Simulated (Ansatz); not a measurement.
```yaml
crystal:
  periodic: [false, false, false]
  atoms:
    - {symbol: Xx, position_ang: [1.840367, 0.108841, 0.024990]}
    - {symbol: W, position_ang: [-0.030254, 0.110283, -0.145511]}
    - {symbol: O, position_ang: [-1.681041, -0.433067, 0.567000]}
    - {symbol: O, position_ang: [0.027372, -1.382275, -1.263645]}
    - {symbol: S, position_ang: [-0.473938, 1.773693, -1.365998]}
    - {symbol: Cl, position_ang: [0.178587, 0.988354, 2.088548]}
    - {symbol: H, position_ang: [2.285774, 0.413788, 0.819589]}
    - {symbol: H, position_ang: [-1.942449, -0.237921, 1.470502]}
    - {symbol: H, position_ang: [-0.115917, -1.387894, -2.212674]}
basis:
  gaussian: {orbitals: def2-SVP}
magnetization: {spin_polarized: true, initial_magnetization: 0}
hamiltonian: {xc: {name: B2PLYP}}
output: {forces: true}
```

```sh
$ ansatz run in.yaml --threads 4 --pin off --events-out ev --progress --plain --max-ram 11315MiB
```

It prints (some lines left out):

```
Error: YAML parse error: error: line 4 column 16: `Xx` is not an element symbol (H … Og, case-exact)
 --> <input>:4:16
2 |   periodic: [false, false, false]
3 |   atoms:
4 |     - {symbol: Xx, position_ang: [1.840367, 0.108841, 0.024990]}
5 |     - {symbol: W, position_ang: [-0.030254, 0.110283, -0.145511]}
6 |     - {symbol: O, position_ang: [-1.681041, -0.433067, 0.567000]}
```

Something in this input is off. What?

An element symbol is wrong. The program refused the input.
